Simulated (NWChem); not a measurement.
Species: MgSiH₄S; SMILES [Mg]([SiH3])[SH]

```xyz
7

Mg     0.0111    -0.1294     0.0007
S      0.0573    -2.4474    -0.0003
H     -1.2921    -2.5498    -0.0003
Si     0.0144     2.4437    -0.0003
H     -1.3662     3.0162     0.1477
H      0.5758     3.0166    -1.2696
H      0.8316     3.0164     1.1217
```
Atoms are numbered in this order, from 1.

Program: NWChem. Geometry: optimised at PBE0/def2-SVP. Total energies compare along this basis series because the functional is fixed.

| level | basis functions | energy (Ha) | highest occupied level (eV) | orbital gap (eV) | dipole (D) |
|---|---|---|---|---|---|
| Hartree-Fock/pcseg-1 | 66 | -888.3571 | -9.58 | 10.55 | 1.68 |
| Hartree-Fock/aug-pcseg-1 | 104 | -888.3656 | -9.53 | 9.81 | 1.24 |
| Hartree-Fock/pcseg-2 | 143 | -888.4566 | -9.46 | 10.54 | 1.30 |
| Hartree-Fock/STO-3G | 31 | -878.2346 | -5.58 | 13.98 | 0.50 |
| Hartree-Fock/def2-SVP | 74 | -888.1519 | -9.46 | 10.51 | 1.04 |
